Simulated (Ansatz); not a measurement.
Born–Oppenheimer molecular dynamics of C$_{2}$H$_{10}$FN$_{3}$Si (17 atoms, charge 0, multiplicity 1). It starts from a relaxed structure.

All numbers below come from RKS B3LYP/STO-3G (Ansatz).

```
ensemble        : NVT, Langevin thermostat
time step       : 0.5 fs
steps asked     : 250
set temperature : 2000 K
friction        : 0.02 /fs
seed            : 767131
```

Frames 0.5 fs apart, positions in Å, forces in eV/Å.

Velocities at 100 fs (Å/ps):

```
Si -0.87 2.15 6.04
F -5.64 -4.85 -4.78
N -15.70 -4.13 7.52
C 5.59 15.87 -7.15
H 95.08 -67.40 -85.26
H -0.31 71.79 -28.12
H -57.23 -38.54 57.17
C 6.12 -13.90 -3.25
H -7.88 -12.89 -8.08
H 53.60 14.58 -36.52
H -8.10 -13.33 -4.24
N -3.44 -1.33 18.41
H -22.95 -15.08 49.62
H 44.49 -11.22 1.25
N 13.93 10.09 5.00
H 59.55 -14.19 11.05
H 4.91 37.49 6.51
```

```xyz
17
Properties=species:S:1:pos:R:3:forces:R:3 time_fs=100 energy_less_start_eV=3.899 T=1754
Si -0.250 -0.159 0.454 -0.46 -1.13 -0.21
F -0.827 -1.470 1.557 1.16 3.59 -1.43
N 1.464 -0.346 0.257 0.98 3.09 0.05
C 1.767 -1.705 0.174 3.23 -5.16 0.37
H 0.889 -2.285 -0.222 1.08 0.11 -0.83
H 2.800 -1.835 -0.367 -2.44 -0.41 0.70
H 1.892 -2.195 1.187 0.42 0.43 -0.25
C 2.449 0.593 -0.443 -1.73 -2.15 -3.02
H 3.401 0.253 -0.968 -0.81 -1.02 1.77
H 1.953 0.964 -1.369 -0.33 0.99 0.56
H 2.683 1.335 0.240 0.94 2.86 1.59
N -0.312 1.677 0.801 -0.02 -2.27 1.30
H -0.511 2.506 0.252 -2.27 0.32 -2.09
H 0.648 1.989 0.994 1.52 -0.97 1.02
N -0.691 -1.349 -0.991 -3.53 3.33 -1.71
H -0.707 -0.739 -1.957 0.68 -1.08 1.96
H -1.811 -1.374 -0.935 1.58 -0.53 0.23
17
Properties=species:S:1:pos:R:3:forces:R:3 time_fs=100.5 energy_less_start_eV=3.899 T=1821
Si -0.250 -0.159 0.457 -0.72 -1.21 -0.22
F -0.830 -1.472 1.554 1.15 3.60 -1.40
N 1.455 -0.348 0.260 1.24 3.32 -0.14
C 1.769 -1.698 0.170 3.36 -5.93 0.96
H 0.940 -2.319 -0.266 0.82 0.41 -0.69
H 2.798 -1.799 -0.382 -2.23 -0.56 1.01
H 1.862 -2.215 1.213 0.51 0.90 -1.25
C 2.452 0.586 -0.444 -2.11 -1.81 -3.22
H 3.394 0.243 -0.972 -0.57 -1.12 1.81
H 1.977 0.972 -1.387 -0.37 0.79 0.92
H 2.682 1.331 0.238 0.99 2.80 1.56
N -0.314 1.676 0.811 1.03 -2.48 1.74
H -0.524 2.501 0.274 -2.28 0.70 -2.25
H 0.671 1.980 0.994 0.53 -1.11 0.73
N -0.685 -1.344 -0.989 -3.50 3.11 -1.34
H -0.675 -0.748 -1.947 0.57 -0.86 1.65
H -1.804 -1.356 -0.934 1.58 -0.54 0.13
17
Properties=species:S:1:pos:R:3:forces:R:3 time_fs=101 energy_less_start_eV=3.887 T=1872
Si -0.251 -0.159 0.459 -1.00 -1.30 -0.24
F -0.833 -1.473 1.551 1.15 3.59 -1.36
N 1.447 -0.347 0.264 1.53 3.31 -0.32
C 1.772 -1.692 0.166 3.27 -6.47 1.36
H 0.995 -2.350 -0.313 0.55 0.71 -0.50
H 2.792 -1.768 -0.392 -1.88 -0.68 1.23
H 1.831 -2.235 1.234 0.64 1.26 -2.00
C 2.454 0.578 -0.446 -2.50 -1.18 -3.17
H 3.382 0.228 -0.975 -0.26 -1.23 1.77
H 1.997 0.983 -1.404 -0.38 0.57 1.26
H 2.681 1.330 0.239 0.99 2.51 1.34
N -0.316 1.674 0.820 1.83 -2.41 1.92
H -0.542 2.499 0.290 -2.14 0.72 -2.16
H 0.693 1.967 0.996 -0.36 -1.14 0.47
N -0.678 -1.339 -0.987 -3.30 2.80 -0.76
H -0.638 -0.761 -1.931 0.45 -0.54 1.14
H -1.791 -1.340 -0.934 1.41 -0.55 0.02
17
Properties=species:S:1:pos:R:3:forces:R:3 time_fs=101.5 energy_less_start_eV=3.875 T=1931
Si -0.252 -0.158 0.462 -1.24 -1.40 -0.24
F -0.835 -1.473 1.548 1.14 3.59 -1.32
N 1.440 -0.343 0.267 1.83 3.07 -0.52
C 1.775 -1.687 0.162 2.88 -6.82 1.68
H 1.050 -2.379 -0.362 0.38 1.03 -0.21
H 2.783 -1.741 -0.394 -1.36 -0.74 1.31
H 1.804 -2.248 1.254 0.73 1.51 -2.58
C 2.456 0.569 -0.448 -2.85 -0.22 -2.67
H 3.368 0.211 -0.970 0.18 -1.39 1.62
H 2.017 0.994 -1.417 -0.42 0.40 1.48
H 2.682 1.331 0.246 0.93 1.99 0.87
N -0.319 1.671 0.831 2.36 -2.20 1.91
H -0.566 2.497 0.302 -1.89 0.54 -1.91
H 0.713 1.952 0.999 -1.10 -1.08 0.24
N -0.671 -1.332 -0.985 -3.03 2.45 -0.05
H -0.597 -0.774 -1.914 0.34 -0.17 0.53
H -1.776 -1.322 -0.934 1.14 -0.56 -0.12
17
Properties=species:S:1:pos:R:3:forces:R:3 time_fs=102 energy_less_start_eV=3.900 T=1847
Si -0.253 -0.157 0.464 -1.46 -1.48 -0.23
F -0.838 -1.473 1.545 1.13 3.58 -1.28
N 1.433 -0.339 0.271 2.12 2.72 -0.73
C 1.780 -1.683 0.157 2.30 -7.08 1.92
H 1.103 -2.405 -0.412 0.27 1.38 0.16
H 2.776 -1.719 -0.389 -0.75 -0.76 1.28
H 1.782 -2.259 1.268 0.79 1.69 -3.03
C 2.456 0.560 -0.451 -3.07 0.96 -1.84
H 3.354 0.194 -0.959 0.64 -1.58 1.41
H 2.039 1.005 -1.425 -0.52 0.26 1.58
H 2.686 1.334 0.260 0.80 1.28 0.23
N -0.320 1.668 0.842 2.63 -1.96 1.77
H -0.595 2.497 0.316 -1.59 0.24 -1.59
H 0.728 1.937 1.002 -1.64 -0.95 0.06
N -0.664 -1.326 -0.981 -2.82 2.11 0.61
H -0.556 -0.786 -1.897 0.28 0.17 -0.06
H -1.760 -1.304 -0.935 0.89 -0.56 -0.25
17
Properties=species:S:1:pos:R:3:forces:R:3 time_fs=102.5 energy_less_start_eV=3.952 T=1786
Si -0.254 -0.157 0.467 -1.68 -1.53 -0.21
F -0.840 -1.473 1.542 1.11 3.56 -1.22
N 1.426 -0.334 0.274 2.42 2.28 -0.91
C 1.785 -1.679 0.152 1.61 -7.24 2.05
H 1.156 -2.427 -0.464 0.15 1.69 0.57
H 2.767 -1.700 -0.382 -0.05 -0.74 1.18
H 1.765 -2.268 1.276 0.83 1.80 -3.36
C 2.455 0.550 -0.453 -3.11 2.13 -0.90
H 3.344 0.173 -0.947 1.00 -1.72 1.23
H 2.061 1.017 -1.427 -0.63 0.15 1.55
H 2.692 1.340 0.275 0.65 0.51 -0.43
N -0.321 1.666 0.852 2.67 -1.75 1.55
H -0.625 2.496 0.329 -1.27 -0.09 -1.27
H 0.739 1.921 1.002 -1.95 -0.77 -0.06
N -0.657 -1.319 -0.977 -2.72 1.83 1.12
H -0.514 -0.797 -1.883 0.23 0.42 -0.51
H -1.748 -1.287 -0.937 0.75 -0.55 -0.39
17
Properties=species:S:1:pos:R:3:forces:R:3 time_fs=103 energy_less_start_eV=4.003 T=1634
Si -0.255 -0.156 0.469 -1.87 -1.56 -0.19
F -0.842 -1.471 1.538 1.09 3.53 -1.15
N 1.420 -0.328 0.276 2.69 1.79 -1.07
C 1.789 -1.677 0.148 0.83 -7.22 2.16
H 1.208 -2.442 -0.513 -0.02 1.92 0.95
H 2.757 -1.685 -0.370 0.78 -0.68 1.02
H 1.750 -2.270 1.277 0.86 1.82 -3.54
C 2.453 0.541 -0.456 -2.99 3.15 -0.02
H 3.335 0.149 -0.935 1.19 -1.77 1.10
H 2.079 1.030 -1.423 -0.73 0.07 1.42
H 2.697 1.348 0.290 0.53 -0.19 -1.03
N -0.321 1.664 0.863 2.43 -1.46 1.23
H -0.655 2.497 0.337 -0.89 -0.53 -0.88
H 0.745 1.905 0.999 -2.06 -0.55 -0.13
N -0.651 -1.313 -0.972 -2.60 1.64 1.47
H -0.472 -0.808 -1.873 0.17 0.57 -0.79
H -1.737 -1.272 -0.940 0.60 -0.53 -0.53
17
Properties=species:S:1:pos:R:3:forces:R:3 time_fs=103.5 energy_less_start_eV=4.035 T=1647
Si -0.257 -0.154 0.471 -2.03 -1.59 -0.16
F -0.844 -1.470 1.533 1.07 3.50 -1.08
N 1.413 -0.320 0.279 2.94 1.24 -1.23
C 1.793 -1.675 0.144 -0.02 -7.06 2.26
H 1.257 -2.455 -0.558 -0.19 2.10 1.27
H 2.748 -1.671 -0.354 1.66 -0.61 0.78
H 1.738 -2.268 1.270 0.87 1.78 -3.58
C 2.450 0.533 -0.459 -2.70 3.92 0.70
H 3.330 0.121 -0.923 1.18 -1.71 1.03
H 2.096 1.045 -1.416 -0.81 -0.03 1.24
H 2.702 1.353 0.304 0.45 -0.73 -1.49
N -0.320 1.663 0.874 1.88 -1.21 0.84
H -0.686 2.497 0.343 -0.49 -0.98 -0.49
H 0.744 1.889 0.994 -1.88 -0.28 -0.16
N -0.646 -1.306 -0.967 -2.38 1.53 1.69
H -0.430 -0.818 -1.864 0.08 0.63 -0.93
H -1.725 -1.256 -0.941 0.38 -0.50 -0.69
17
Properties=species:S:1:pos:R:3:forces:R:3 time_fs=104 energy_less_start_eV=4.034 T=1734
Si -0.259 -0.153 0.473 -2.19 -1.62 -0.13
F -0.846 -1.468 1.529 1.04 3.46 -1.00
N 1.408 -0.311 0.282 3.14 0.64 -1.37
C 1.796 -1.675 0.141 -0.93 -6.77 2.25
H 1.302 -2.465 -0.602 -0.34 2.26 1.59
H 2.740 -1.661 -0.334 2.58 -0.52 0.52
H 1.730 -2.262 1.254 0.84 1.66 -3.49
C 2.446 0.525 -0.462 -2.11 4.32 1.24
H 3.327 0.087 -0.911 0.93 -1.50 1.04
H 2.115 1.062 -1.406 -0.92 -0.09 0.98
H 2.710 1.353 0.315 0.40 -1.10 -1.79
N -0.319 1.661 0.885 1.03 -1.05 0.43
H -0.717 2.494 0.349 -0.06 -1.38 -0.11
H 0.737 1.868 0.990 -1.43 0.05 -0.16
N -0.642 -1.299 -0.962 -2.06 1.51 1.67
H -0.388 -0.825 -1.858 -0.02 0.58 -0.88
H -1.712 -1.240 -0.949 0.10 -0.47 -0.81
17
Properties=species:S:1:pos:R:3:forces:R:3 time_fs=104.5 energy_less_start_eV=4.008 T=1896
Si -0.261 -0.152 0.476 -2.33 -1.64 -0.08
F -0.848 -1.466 1.524 1.02 3.41 -0.92
N 1.403 -0.301 0.286 3.26 -0.03 -1.50
C 1.800 -1.677 0.140 -1.74 -6.22 2.08
H 1.348 -2.471 -0.643 -0.52 2.35 1.88
H 2.736 -1.652 -0.313 3.43 -0.41 0.30
H 1.726 -2.248 1.233 0.77 1.40 -3.24
C 2.439 0.520 -0.465 -1.16 4.36 1.63
H 3.328 0.048 -0.895 0.40 -1.10 1.13
H 2.137 1.079 -1.395 -1.05 -0.12 0.65
H 2.718 1.349 0.322 0.35 -1.32 -1.96
N -0.317 1.659 0.896 -0.01 -0.90 0.02
H -0.748 2.491 0.352 0.41 -1.80 0.28
H 0.727 1.844 0.985 -0.82 0.43 -0.16
N -0.639 -1.292 -0.956 -1.68 1.60 1.32
H -0.346 -0.832 -1.856 -0.17 0.41 -0.55
H -1.702 -1.225 -0.965 -0.15 -0.43 -0.87
17
Properties=species:S:1:pos:R:3:forces:R:3 time_fs=105 energy_less_start_eV=3.984 T=1852
Si -0.263 -0.150 0.477 -2.45 -1.65 -0.03
F -0.851 -1.463 1.518 1.00 3.37 -0.84
N 1.401 -0.292 0.291 3.30 -0.66 -1.62
C 1.804 -1.681 0.138 -2.28 -5.42 1.75
H 1.395 -2.471 -0.678 -0.74 2.32 2.06
H 2.737 -1.646 -0.290 4.06 -0.28 0.17
H 1.726 -2.227 1.208 0.66 0.99 -2.80
C 2.432 0.514 -0.469 -0.04 4.17 2.00
H 3.332 0.003 -0.878 -0.27 -0.54 1.24
H 2.159 1.095 -1.383 -1.17 -0.12 0.27
H 2.727 1.345 0.328 0.31 -1.51 -2.11
N -0.316 1.655 0.906 -1.08 -0.89 -0.29
H -0.776 2.487 0.360 0.79 -2.06 0.55
H 0.715 1.819 0.981 -0.08 0.79 -0.14
N -0.636 -1.284 -0.949 -1.29 1.72 0.73
H -0.306 -0.838 -1.858 -0.38 0.17 -0.05
H -1.693 -1.213 -0.986 -0.33 -0.39 -0.89
17
Properties=species:S:1:pos:R:3:forces:R:3 time_fs=105.5 energy_less_start_eV=3.966 T=1782
Si -0.265 -0.148 0.479 -2.51 -1.66 0.04
F -0.854 -1.460 1.514 0.98 3.32 -0.77
N 1.399 -0.283 0.294 3.23 -1.19 -1.69
C 1.808 -1.685 0.137 -2.34 -4.48 1.02
H 1.440 -2.466 -0.705 -0.99 2.20 2.11
H 2.748 -1.645 -0.269 4.24 -0.17 0.25
H 1.723 -2.202 1.177 0.53 0.42 -2.03
C 2.426 0.509 -0.472 1.09 3.78 2.34
H 3.335 -0.047 -0.861 -0.94 0.12 1.32
H 2.179 1.106 -1.371 -1.27 -0.07 -0.14
H 2.736 1.339 0.333 0.28 -1.63 -2.21
N -0.316 1.652 0.915 -2.03 -1.01 -0.48
H -0.799 2.479 0.371 1.07 -2.17 0.70
H 0.703 1.792 0.979 0.64 1.13 -0.13
N -0.634 -1.276 -0.942 -0.94 1.85 -0.02
H -0.269 -0.844 -1.863 -0.63 -0.08 0.56
H -1.687 -1.202 -1.010 -0.40 -0.35 -0.87
```

Of the whole run (125 fs, mean temperature of the second half 2014 K): A run of 0.12 ps of so small a system gives no equilibrium averages. Limits of this set-up: minimal basis.

The run took 18 min on 1 thread of Arm Neoverse V2, with other jobs on the host, peak memory 0.13 GiB.
